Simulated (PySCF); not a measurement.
All values below come from PBE-D3(BJ)/def2-TZVP // PBE0-D3(BJ)/def2-SVP (PySCF). Gas-phase values, no solvent. One relaxed conformer stands for a flexible species; it need not be the lowest. Excitations are Tamm–Dancoff values on a coarser integration grid. The basis has no diffuse functions, so Rydberg states are missing or too high.

Reference species (SMILES): `c1cc2-c(c(c(O)ccc2)B)c1` (neutral, multiplicity 1).

* **HOMO–LUMO gap**: 1.86 eV
* **S1 oscillator strength**: 0.018
* **S1–T1 gap (TDA)**: 0.53 eV
* **S1 excitation (TDA)**: 2.24 eV

Changed species: `c1c(O)cccc2-c1cc(c2)B`.

Problem. Give the shifts of the HOMO–LUMO gap, S1 oscillator strength, S1–T1 gap (TDA) and S1 excitation (TDA).

Solution. the HOMO–LUMO gap drops by 0.56 eV, to 1.30 eV; the S1 oscillator strength stays essentially unchanged; the S1–T1 gap (TDA) goes up by 0.03 eV, to 0.56 eV; the S1 excitation (TDA) drops by 0.52 eV, to 1.72 eV.
